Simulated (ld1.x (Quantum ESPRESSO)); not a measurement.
**Ranking ultrasoft potentials for P**

All share these settings but for the change named:

- Element: phosphorus
- Generator: ld1.x (Quantum ESPRESSO) 7.5
- Type: ultrasoft
- Functional: PBE
- Relativity: non-relativistic
- Frozen core: [Ne]
- Valence charge: 5
- Reference configuration: 3s1 3p4
- Partial waves: 3s (bound): rcut 1.25, rcutus 1.45 bohr; 3s channel at -0.65 Ry: rcut 1.25, rcutus 1.45 bohr; 3p (bound): rcut 1.35, rcutus 1.60 bohr; 3p channel at 1.3 Ry: rcut 1.35, rcutus 1.60 bohr; 3d channel at 0.1 Ry: rcut 1.55, rcutus 1.75 bohr; 3d channel at 2.2 Ry: rcut 1.55, rcutus 1.75 bohr
- Local potential: all-electron potential smoothed inside 1.15 bohr (lloc = -2)
- Core correction: none
- Augmentation charge: PSQ, radius 1.15 bohr

Test errors are all-electron minus pseudo excitation energies from the reference, over 3s2 3p3; 3s2 3p2; 3s2 3p1; 3s0 3p5; 3s2 3p2.5; 3s2 3p0; 3s1 3p3. None of these files shows a bound ghost.

The base gives 13.3 meV.

Of 7 variants that were run, those that failed, showed a ghost or another fault, or gave nearly equal values are left out.

**Question.** Rank these variants by their largest absolute test error, smallest first.
A. core correction a·sin(br)/r model core inside 1.38 bohr
B. core correction a·sin(br)/r model core inside 1.70 bohr
C. core correction a·sin(br)/r model core inside 1.14 bohr
D. core correction a·sin(br)/r model core inside 1.50 bohr
E. core correction a·sin(br)/r model core inside 0.58 bohr

**Answer.** D (3.2 meV), A (4.9 meV), B (10.4 meV), E (17.5 meV), C (27.2 meV).
